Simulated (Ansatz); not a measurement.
Ansatz (an electronic-structure program) input:

Ansatz 0.2 input:
```yaml
crystal:
  periodic: [false, false, false]
  atoms:
    - {symbol: Bi, position_ang: [-0.24924664, 0.00000000, -0.00000000]}
    - {symbol: F, position_ang: [1.14930395, 0.00000000, 1.58850821]}
    - {symbol: F, position_ang: [1.14930395, 0.00000000, -1.58850821]}
basis:
  gaussian:
    orbitals: def2-TZVP
hamiltonian:
  xc: {name: PBE0}
total_charge: -1
```

Question: Which total energy does the run end on?

Answer: -414.30689 Eh (PBE0/def2-TZVP). The basis has 112 functions.
